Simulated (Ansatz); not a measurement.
```yaml
crystal:
  periodic: [false, false, false]
  atoms:
    - {symbol: C, position_ang: [-1.368132, -3.901774, 0.944947]}
    - {symbol: C, position_ang: [-1.124630, -2.826868, 0.723664]}
    - {symbol: C, position_ang: [-1.564860, -1.930535, -0.345135]}
    - {symbol: C, position_ang: [-1.155801, -0.541233, -0.614258]}
    - {symbol: C, position_ang: [-0.171846, -0.082812, -0.090877]}
    - {symbol: C, position_ang: [0.290041, 1.429830, -0.279288]}
    - {symbol: C, position_ang: [1.274060, 2.136976, 0.475837]}
    - {symbol: C, position_ang: [1.506014, 3.265711, 0.281057]}
    - {symbol: C, position_ang: [1.465653, 4.104625, -0.887662]}
    - {symbol: C, position_ang: [0.434410, 2.855789, -1.959674]}
    - {symbol: C, position_ang: [0.152214, 1.905671, -1.842711]}
    - {symbol: C, position_ang: [1.054366, -1.175218, 1.218306]}
    - {symbol: C, position_ang: [0.357942, -1.991658, 1.051864]}
    - {symbol: H, position_ang: [-1.723835, -3.996649, 1.947286]}
    - {symbol: H, position_ang: [-0.557462, -4.927617, 1.040935]}
    - {symbol: H, position_ang: [-2.039864, -4.370717, 0.281462]}
    - {symbol: H, position_ang: [-2.400464, -2.227519, -0.548208]}
    - {symbol: H, position_ang: [-1.806975, 0.173159, -1.109599]}
    - {symbol: H, position_ang: [1.312292, 1.906818, 1.507455]}
    - {symbol: H, position_ang: [1.864572, 3.740617, 1.416862]}
    - {symbol: H, position_ang: [1.460645, 4.749025, -1.252176]}
    - {symbol: H, position_ang: [0.510360, 3.499625, -2.976625]}
    - {symbol: H, position_ang: [-0.249667, 1.231911, -2.365409]}
    - {symbol: H, position_ang: [1.727824, -0.219685, 1.224502]}
    - {symbol: H, position_ang: [1.104844, -2.830148, 1.874892]}
basis:
  gaussian: {orbitals: def2-mTZVPP}
hamiltonian: {xc: {name: PBE0}}
accuracy: high
scf: {lower_state_search: light}
smearing: {width: 0.1}
output: {forces: true}
```

```sh
$ ansatz run in.yaml --threads 4 --pin off --events-out ev --progress --plain --max-ram 46080MiB --backend cuda --devices 0, --max-vram 37GiB
```

It prints (some lines left out):

```
Error: YAML parse error: error: line 34 column 1: unknown field `smearing`, expected one of crystal, accuracy, basis, kpoints, hamiltonian, magnetization, projection, total_charge, correlation, batch, efield, external_charges, scf, relax, neb, saddle, md, ramp, phonons, dielectric, real_time, elastic, magnetic_configurations, gw, evaluate, workflow, output, checkpoint, execution
32 | accuracy: high
33 | scf: {lower_state_search: light}
34 | smearing: {width: 0.1}
35 | output: {forces: true}
```

(1) Something in this input is off. What?

## Answers

(1) The input holds a key that doesn't belong there. The input was rejected before any iteration.
